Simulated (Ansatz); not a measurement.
Consider the substitution at a C–O bond: `OC(F)(F)Cl` + HBr → `FC(F)(Cl)Br` + H₂O.

Computed with Ansatz on PBE0-D4/def2-TZVP structures; ΔE is electronic, products minus reactants. CBS: MP2 limit from def2 TZ/QZ plus the TZ coupled-cluster correction, frozen cores. This one scheme is used for every species. Functionals use def2-TZVPP. B3LYP here is the variant with VWN-RPA as its local correlation; programs differ in this. For Br outer-core shells are correlated without core-valence functions, which leaves a few kJ/mol of doubt a bond. Scalar relativity is left out up to krypton. One conformer a species, not always the lowest.

```
           level  ΔE (kJ/mol)
    CAM-B3LYP-D4         54.8
         ωB97M-V         50.5
        PBE-QIDH         52.2
            PBE0         50.4
           B3LYP         49.3
         r2SCAN0         54.9
CCSD(T)/def2-SVP         86.9
  MP2/def2-TZVPP         41.9
```

Q: What does CCSD(T)/CBS give? (An estimate is asked.)

A: Ansatz gave: +40.9 kJ/mol. The listed levels differ from it by 13.9, 9.6, 11.3, 9.5, 8.4, 14.0, 46.0, 1.0 kJ/mol.

Q: What do rigid-rotor, harmonic-oscillator terms from PBE0-D4/def2-TZVP frequencies (298.15 K, 1 bar) make of the CCSD(T)/CBS value? (Best estimate.)

A: The calculation gave: ΔZPE = +2.5 kJ/mol, ΔH = +45.1 kJ/mol, ΔS = 7 J/(mol·K), ΔG = +43.0 kJ/mol.

Largest T1 diagnostic among the species: 0.011.

The D4 term adds −4.8 kJ/mol with B3LYP and −2.4 kJ/mol with PBE0; it sums over pairs of atoms, weighted by their polarisabilities, and B3LYP, whose exchange is more repulsive, gets the larger term. At CCSD(T), def2-SVP lies +46.0 kJ/mol from the extrapolated value and def2-TZVPP +9.0 kJ/mol.
